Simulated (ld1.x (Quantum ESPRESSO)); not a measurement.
# Which change was made? (C, TM)

* Element: C (Z = 6)
* Generator: ld1.x (Quantum ESPRESSO) 7.5
* Type: norm-conserving Troullier–Martins (Kleinman–Bylander form)
* Functional: PBE
* Relativity: scalar-relativistic
* Frozen core: [He]
* Valence charge: 4
* Reference configuration: 2s2 2p2
* Partial waves: 2s (bound): rc 1.25 bohr; 2p (bound): rc 2.00 bohr
* Local potential: all-electron potential smoothed inside 1.60 bohr (lloc = -1)
* Core correction: none

Cutoffs, loose and tight: the cutoffs (Ry, on a coarse ladder) from which the occupation-weighted sum of valence levels, in a spherical-Bessel basis at the reference potential, stays within 10 and 1 mRy of its value at 400 Ry. They do not see the model core or the augmentation charge, which bear on the density cutoff. Test errors are all-electron minus pseudo excitation energies from the reference, over the configurations 2s2 2p1; 2s2 2p0; 2s1 2p0; 2s0 2p4; 2s1 2p3; 2s1 2p2; 2s2 2p1.5; variants that change the core or the reference have their own tests. The largest error is taken over the tests solved by every variant that gives reliable tests at all, those not shown here included: 2s0 2p4; 2s1 2p3; 2s2 2p1.5.

The base gives: outcome: generated; cutoff, loose: 35 Ry; cutoff, tight: 80 Ry; bound ghosts: none; largest test error (meV): +9.6.

(1) After one change the result is: outcome: generated; cutoff, loose: 25 Ry; cutoff, tight: 55 Ry; bound ghosts: none; largest test error (meV): +8.0. Which change was it?
A. all radii scaled by about 1.40 (s 1.74, p 2.80 bohr); local potential all-electron potential smoothed inside 2.24 bohr (lloc = -1)
B. all radii scaled by about 1.25 (s 1.56, p 2.50 bohr); local potential all-electron potential smoothed inside 2.00 bohr (lloc = -1)
C. all radii scaled by about 0.90 (s 1.12, p 1.80 bohr); local potential all-electron potential smoothed inside 1.44 bohr (lloc = -1)

Results:

(1) B. The others give: all radii scaled by about 1.40 (s 1.74, p 2.80 bohr); local potential all-electron potential smoothed inside 2.24 bohr (lloc = -1) → outcome: generated; cutoff, loose: 18 Ry; cutoff, tight: 30 Ry; bound ghosts: s; largest test error (meV): +134 | all radii scaled by about 0.90 (s 1.12, p 1.80 bohr); local potential all-electron potential smoothed inside 1.44 bohr (lloc = -1) → outcome: generated; cutoff, loose: 35 Ry; cutoff, tight: 90 Ry; bound ghosts: none; largest test error (meV): +8.8.
